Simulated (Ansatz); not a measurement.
Mulliken charges of C$_{2}$H$_{4}$ClGeN (`[CH3][GeH]([Cl])[C]#N`) from PBE/def2-TZVPP in Ansatz (PBE0-D4/def2-TZVP geometry).

| atom | x (Å) | y (Å) | z (Å) | charge (e) |
| --- | --- | --- | --- | --- |
| C1 | -1.131 | -0.635 | 0.279 | -0.346 |
| Ge2 | 0.579 | -0.127 | -0.457 | 0.387 |
| Cl3 | 2.124 | -1.350 | 0.390 | -0.270 |
| C4 | 0.985 | 1.679 | 0.086 | -0.222 |
| N5 | 1.184 | 2.766 | 0.408 | 0.038 |
| H6 | -1.910 | 0.022 | -0.111 | 0.126 |
| H7 | -1.097 | -0.550 | 1.365 | 0.132 |
| H8 | -1.355 | -1.666 | 0.004 | 0.124 |
| H9 | 0.710 | -0.186 | -1.979 | 0.032 |

By hand: the dipole of these point charges (1 e Å = 4.8032 D).

Σ q r = (-0.663, -0.015, -0.279) e Å, of length 0.719 e Å = 3.45 D.

How does the dipole of the full density compare? (Estimate.)

Ansatz gave: (-0.568, -0.569, -0.260) e Å, 4.06 D; the point charges give 0.85 times that, at 41° from its direction.

Point charges leave out the atoms' own dipoles, such as those of lone pairs, and Mulliken's split depends on the basis, so the two needn't agree.
